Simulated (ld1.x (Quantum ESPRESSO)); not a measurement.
u(r) = r·R(r): atom against pseudo-atom (iron)

Columns: radius, all-electron u(r) and pseudo u(r) of the 4p shell (level -1.67 eV) of iron in the configuration [Ar] 3d6 4s1.75 4p0.25; LDA (PZ), scalar-relativistic, ultrasoft scheme, ld1.x (Quantum ESPRESSO) 7.5.

```csv
r (bohr),all-electron,pseudo
0.175,0.0987,0.0055
0.350,-0.0588,0.0217
0.525,-0.1699,0.0476
0.700,-0.1745,0.0819
0.875,-0.1140,0.1227
1.050,-0.0270,0.1679
1.225,0.0647,0.2153
1.400,0.1508,0.2628
1.575,0.2269,0.3084
1.750,0.2920,0.3505
1.925,0.3463,0.3879
2.100,0.3905,0.4197
2.275,0.4256,0.4457
2.450,0.4527,0.4661
2.625,0.4728,0.4811
2.800,0.4869,0.4914
2.975,0.4957,0.4977
3.150,0.4999,0.5005
3.325,0.5003,0.5004
3.500,0.4975,0.4975
3.675,0.4920,0.4920
3.850,0.4841,0.4841
4.025,0.4744,0.4744
4.200,0.4632,0.4632
4.375,0.4508,0.4508
4.550,0.4374,0.4374
```

(1) How many radial nodes do the two functions have?

(2) At about which radius was the pseudo-wave matched?

(3) Where does each function peak?

(4) Is the pseudo-wave norm-conserving?

Answers

(1) The all-electron 4p function has n − l − 1 = 2; the pseudo-wave has 0, since the states of the same l below it are removed with the core.

(2) 3.50 bohr, where the columns begin to agree (steps of 0.17 bohr).

(3) Outermost all-electron maximum near 3.33 bohr, pseudo maximum near 3.15 bohr (to the table’s step).

(4) No, it belongs to an ultrasoft set: the norm inside the radius is not constrained, and the difference is carried by the augmentation charge.
